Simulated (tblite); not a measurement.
Species: C2H10F2SSi3.
Numbering: `[F:1][C@@H:2]([CH2:3][SiH3:4])[Si@@H:5]([F:6])[S:7][SiH3:8]` (hydrogens: H9 on C2; H10, H11 on C3; H12, H13, H14 on Si4; H15 on Si5; H16, H17, H18 on Si8)

Computed with GFN2-xTB (tblite), gas phase: L-BFGS steps from a force-field or distance-geometry start until the largest atomic force falls under 0.01 eV/Å.

Step 57: E = -745.4108 eV
```
atom  x, y, z in Å  |  force x, y, z in eV/Å
F1      0.2943    1.0287    1.0963   -0.006   0.032  -0.005
C2     -0.3977   -0.1802    0.9875   -0.021   0.022   0.004
C3     -1.3897   -0.1018   -0.1602   -0.015  -0.003  -0.058
Si4    -2.7101    1.2572    0.0487   -0.014   0.014   0.012
Si5     0.8722   -1.5994    0.7948   -0.011  -0.041   0.040
F6     -0.0301   -2.9303    0.7652   -0.002  -0.029   0.017
S7      1.9184   -1.5588   -1.0490    0.020   0.071   0.012
Si8     2.9634    0.3436   -0.9610   -0.033  -0.026   0.006
H9     -0.9404   -0.2772    1.9341    0.020  -0.011   0.047
H10    -1.8762   -1.0750   -0.2336    0.004  -0.017  -0.017
H11    -0.8389    0.0459   -1.0901    0.017   0.001  -0.049
H12    -3.5579    1.2283   -1.1460    0.012   0.005   0.038
H13    -2.0807    2.5678    0.1957    0.018  -0.012  -0.004
H14    -3.4864    0.9351    1.2507   -0.004   0.015  -0.017
H15     1.7386   -1.7214    1.9483    0.025  -0.020   0.005
H16     1.9943    1.4202   -1.0870   -0.008  -0.004  -0.019
H17     3.8449    0.2230   -2.1101    0.009   0.019  -0.002
H18     3.6732    0.4005    0.3108   -0.009  -0.017  -0.008
```

Step 58: E = -745.4115 eV
```
atom  x, y, z in Å  |  force x, y, z in eV/Å
F1      0.2993    1.0206    1.1008   -0.011   0.033   0.002
C2     -0.3954   -0.1868    0.9931   -0.039   0.022  -0.013
C3     -1.3871   -0.1079   -0.1559   -0.010  -0.015  -0.054
Si4    -2.6984    1.2620    0.0427    0.014  -0.001   0.013
Si5     0.8735   -1.6075    0.7974   -0.024  -0.012   0.045
F6     -0.0335   -2.9345    0.7596    0.000  -0.044   0.017
S7      1.9223   -1.5581   -1.0451    0.007   0.042   0.018
Si8     2.9503    0.3515   -0.9621   -0.018   0.006  -0.009
H9     -0.9409   -0.2817    1.9391    0.042  -0.010   0.030
H10    -1.8817   -1.0783   -0.2199    0.011  -0.006  -0.023
H11    -0.8359    0.0272   -1.0882    0.007   0.001  -0.030
H12    -3.5377    1.2390   -1.1565   -0.003   0.001   0.021
H13    -2.0602    2.5669    0.1913    0.028   0.008  -0.003
H14    -3.4824    0.9485    1.2406   -0.017   0.010  -0.001
H15     1.7358   -1.7330    1.9537    0.028  -0.026   0.001
H16     1.9711    1.4188   -1.0894   -0.007  -0.004  -0.021
H17     3.8304    0.2388   -2.1141    0.000   0.016   0.012
H18     3.6617    0.4207    0.3079   -0.007  -0.022  -0.005
```

Step 59: E = -745.4121 eV
```
atom  x, y, z in Å  |  force x, y, z in eV/Å
F1      0.3032    1.0146    1.1046   -0.020   0.025   0.004
C2     -0.3939   -0.1919    0.9975   -0.037   0.015  -0.024
C3     -1.3853   -0.1130   -0.1530   -0.001  -0.020  -0.034
Si4    -2.6886    1.2662    0.0379    0.034  -0.012   0.011
Si5     0.8742   -1.6146    0.8003   -0.031   0.015   0.039
F6     -0.0357   -2.9391    0.7548    0.003  -0.048   0.018
S7      1.9266   -1.5572   -1.0412   -0.014   0.006   0.027
Si8     2.9389    0.3579   -0.9630    0.000   0.039  -0.019
H9     -0.9397   -0.2859    1.9442    0.050  -0.005   0.006
H10    -1.8863   -1.0809   -0.2087    0.016   0.003  -0.031
H11    -0.8336    0.0120   -1.0871   -0.003   0.000  -0.009
H12    -3.5205    1.2477   -1.1652   -0.017  -0.001   0.004
H13    -2.0432    2.5666    0.1877    0.036   0.021  -0.001
H14    -3.4805    0.9609    1.2316   -0.025   0.005   0.011
H15     1.7342   -1.7435    1.9580    0.027  -0.030  -0.002
H16     1.9509    1.4169   -1.0917   -0.008  -0.001  -0.021
H17     3.8183    0.2524   -2.1171   -0.007   0.013   0.022
H18     3.6520    0.4371    0.3052   -0.005  -0.024  -0.001
```

Step 60: E = -745.4129 eV
```
atom  x, y, z in Å  |  force x, y, z in eV/Å
F1      0.3074    1.0087    1.1080   -0.032   0.011   0.001
C2     -0.3923   -0.1969    1.0011   -0.020   0.002  -0.028
C3     -1.3832   -0.1185   -0.1509    0.007  -0.018  -0.004
Si4    -2.6772    1.2709    0.0330    0.043  -0.015   0.007
Si5     0.8748   -1.6222    0.8035   -0.031   0.035   0.023
F6     -0.0367   -2.9455    0.7514    0.010  -0.042   0.019
S7      1.9309   -1.5569   -1.0371   -0.037  -0.029   0.039
Si8     2.9256    0.3650   -0.9636    0.014   0.063  -0.021
H9     -0.9367   -0.2903    1.9495    0.048   0.002  -0.020
H10    -1.8909   -1.0835   -0.1974    0.017   0.007  -0.040
H11    -0.8313   -0.0044   -1.0869   -0.012  -0.001   0.012
H12    -3.5021    1.2574   -1.1742   -0.025  -0.002  -0.006
H13    -2.0241    2.5670    0.1838    0.041   0.024   0.001
H14    -3.4786    0.9746    1.2223   -0.025   0.001   0.016
H15     1.7343   -1.7539    1.9614    0.021  -0.032  -0.005
H16     1.9273    1.4138   -1.0932   -0.009   0.006  -0.023
H17     3.8047    0.2680   -2.1188   -0.010   0.009   0.025
H18     3.6395    0.4530    0.3032   -0.002  -0.023   0.003
```

Question: Estimate the geometry and energy of step 61. (The exact step hangs on the optimiser's Hessian estimate; all steps are aligned on step 60, rigid shifts and turns removed.)

Answer: E = -745.4138 eV, largest force 0.092 eV/Å
```
atom  x, y, z in Å  |  force x, y, z in eV/Å
F1      0.3126    1.0017    1.1103   -0.044  -0.004  -0.005
C2     -0.3903   -0.2028    1.0038    0.010  -0.013  -0.025
C3     -1.3802   -0.1257   -0.1499    0.012  -0.008   0.031
Si4    -2.6617    1.2765    0.0272    0.039  -0.007   0.000
Si5     0.8754   -1.6311    0.8075   -0.023   0.045   0.003
F6     -0.0364   -2.9546    0.7503    0.020  -0.025   0.022
S7      1.9342   -1.5573   -1.0330   -0.054  -0.055   0.050
Si8     2.9074    0.3742   -0.9634    0.019   0.071  -0.015
H9     -0.9321   -0.2947    1.9543    0.035   0.008  -0.046
H10    -1.8959   -1.0868   -0.1855    0.015   0.007  -0.049
H11    -0.8285   -0.0249   -1.0881   -0.018   0.001   0.033
H12    -3.4802    1.2701   -1.1845   -0.026  -0.003  -0.008
H13    -1.9986    2.5679    0.1795    0.041   0.015   0.001
H14    -3.4743    0.9909    1.2117   -0.017  -0.001   0.013
H15     1.7369   -1.7645    1.9642    0.010  -0.035  -0.009
H16     1.8956    1.4090   -1.0936   -0.012   0.018  -0.026
H17     3.7870    0.2886   -2.1189   -0.008   0.005   0.022
H18     3.6203    0.4696    0.3030    0.002  -0.019   0.007
```

The energy changes by -0.0009 eV. The first-order estimate −F·Δx gives -0.0013 eV and the mean of the old and new forces, exact on a quadratic surface, -0.0010 eV. The step makes an angle of 85° with the force vector and moves no atom by more than 0.032 Å.

What follows is the cost of the whole relaxation. On one thread of an Arm Neoverse N1, shared host with 64 logical CPUs at a one-minute load of 59, this took 2.3 s.
